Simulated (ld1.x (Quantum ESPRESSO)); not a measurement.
**Reading a pseudo-wave (thallium)**

Columns: radius, all-electron u(r) and pseudo u(r) of the 6s shell (level -14.23 eV) of thallium in the configuration [Xe] 4f14 5d10 6s2 6p0; LDA (PZ), non-relativistic, TM semilocal scheme, ld1.x (Quantum ESPRESSO) 7.5.

```
r (bohr)  all-electron   pseudo
   0.139        0.1505  -0.0184
   0.278       -0.1549  -0.0377
   0.417       -0.1526  -0.0591
   0.556        0.1244  -0.0836
   0.695        0.3119  -0.1126
   0.834        0.3305  -0.1476
   0.973        0.2268  -0.1902
   1.112        0.0642  -0.2421
   1.251       -0.1115  -0.3041
   1.390       -0.2741  -0.3759
   1.529       -0.4116  -0.4543
   1.668       -0.5203  -0.5329
   1.807       -0.6009  -0.6028
   1.946       -0.6561  -0.6562
   2.085       -0.6896  -0.6896
   2.224       -0.7052  -0.7052
   2.363       -0.7063  -0.7063
   2.502       -0.6959  -0.6959
   2.641       -0.6768  -0.6768
   2.780       -0.6511  -0.6511
   2.919       -0.6208  -0.6208
   3.058       -0.5874  -0.5874
   3.197       -0.5522  -0.5522
   3.336       -0.5161  -0.5161
   3.475       -0.4799  -0.4799
   3.614       -0.4443  -0.4443
```

Q: How many radial nodes do the two functions have?

A: The all-electron 6s function has n − l − 1 = 5 (the table is too coarse to show those close to the nucleus); the pseudo-wave has 0, since the states of the same l below it are removed with the core.

Q: At about which radius was the pseudo-wave matched?

A: 2.06 bohr, where the columns begin to agree (steps of 0.14 bohr).

Q: Is the pseudo-wave norm-conserving?

A: Yes: the TM semilocal scheme keeps the norm inside the radius equal to the all-electron one, which fixes the energy derivative of the logarithmic derivative at the level.
